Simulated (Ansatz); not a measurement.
Consider the cleavage of the Ge–Al bond: `C[S][AlH][GeH3]` + `N=CBO` → `OB/C=[N]/[GeH3]` + `C[S][AlH2]`.

Gas-phase electronic energies from Ansatz, PBE0-D4/def2-TZVP geometries. CCSD(T)/CBS is the MP2 limit (def2-TZVPP, def2-QZVPP) plus CCSD(T) − MP2 in def2-TZVPP, frozen cores. Functionals use def2-TZVPP. B3LYP here is the variant with VWN-RPA as its local correlation; programs differ in this. For Ge outer-core shells are correlated without core-valence functions, which leaves a few kJ/mol of doubt a bond. Scalar relativity is left out up to krypton. One conformer a species, not always the lowest.

```json
{"level": "r2SCAN-D4", "ΔE (kJ/mol)": "51.7", "difference from CCSD(T)/CBS": "2.7"}
{"level": "PBE0-D4", "ΔE (kJ/mol)": "57.6", "difference from CCSD(T)/CBS": "8.6"}
{"level": "B3LYP-D4", "ΔE (kJ/mol)": "45.8", "difference from CCSD(T)/CBS": "-3.2"}
{"level": "ωB97X-V", "ΔE (kJ/mol)": "45.1", "difference from CCSD(T)/CBS": "-3.9"}
{"level": "B2PLYP", "ΔE (kJ/mol)": "41.8", "difference from CCSD(T)/CBS": "-7.2"}
{"level": "r2SCAN", "ΔE (kJ/mol)": "51.5", "difference from CCSD(T)/CBS": "2.5"}
{"level": "PBE0", "ΔE (kJ/mol)": "56.5", "difference from CCSD(T)/CBS": "7.5"}
{"level": "B3LYP", "ΔE (kJ/mol)": "44.1", "difference from CCSD(T)/CBS": "-4.9"}
{"level": "MP2/def2-TZVPP", "ΔE (kJ/mol)": "40.5", "difference from CCSD(T)/CBS": "-8.5"}
{"level": "SCS-MP2/def2-TZVPP", "ΔE (kJ/mol)": "35.9", "difference from CCSD(T)/CBS": "-13.1"}
{"level": "CCSD(T)/def2-TZVPP", "ΔE (kJ/mol)": "46.5", "difference from CCSD(T)/CBS": "-2.5"}
{"level": "HF/def2-QZVPP", "ΔE (kJ/mol)": "26.8", "difference from CCSD(T)/CBS": "-22.2"}
{"level": "MP2/def2-QZVPP", "ΔE (kJ/mol)": "41.5", "difference from CCSD(T)/CBS": "-7.5"}
{"level": "SCS-MP2/def2-QZVPP", "ΔE (kJ/mol)": "36.6", "difference from CCSD(T)/CBS": "-12.4"}
{"level": "HF/CBS(def2)", "ΔE (kJ/mol)": "26.6", "difference from CCSD(T)/CBS": "-22.4"}
{"level": "CCSD/CBS(def2)", "ΔE (kJ/mol)": "47.9", "difference from CCSD(T)/CBS": "-1.1"}
{"level": "CCSD(T)/CBS", "ΔE (kJ/mol)": "49.0", "difference from CCSD(T)/CBS": "0"}
```

Largest T1 diagnostic among the species: 0.014.

In def2-TZVPP, CCSD(T) changes the Hartree–Fock value by +18.5 kJ/mol (the triples alone add +1.1 kJ/mol) and MP2 by +12.5 kJ/mol.
